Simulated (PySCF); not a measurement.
A GIAO shielding run with PySCF (density fitting, non-relativistic, gas phase) on SMILES C#C[SiH2]n1cnc(Cl)c1, C₅H₅ClN₂Si:

```
$ OMP_NUM_THREADS=1 python probes_run.py task.json out

{"job": {"kind": "nmr", "xc": "PBE0", "basis": "pcSseg-1"}, "charge": 0, "multiplicity": 1}
C     -2.985936     1.494506     0.233312
C     -2.311100     0.510199     0.081019
Si    -1.259579    -0.991378    -0.151150
N      0.415737    -0.472114     0.028011
C      1.235085    -0.629570     1.100824
N      2.407444    -0.096596     0.935449
C      2.371133     0.449050    -0.310484
Cl     3.708493     1.267152    -0.967122
C      1.155171     0.231706    -0.889000
H     -3.576163     2.355777     0.367179
H     -1.390950    -1.516518    -1.509089
H     -1.466024    -1.965973     0.916732
H      0.929971    -1.148088     1.986449
H      0.766042     0.511377    -1.844296
```

Hardware: 1 thread of an AMD EPYC 7B13, shared host. The job also computes population analyses, field gradients, ring-centre shieldings.

Q: How large is the calculation?

A: 80 electrons, 192 basis functions and 1031 auxiliary functions.

Q: How long does it take, and how much memory does it need?

A: 35 s of wall time, with 15 SCF cycles and 5 response iterations; peak memory 0.83 GiB. Times on a shared host scatter by some tens of per cent.
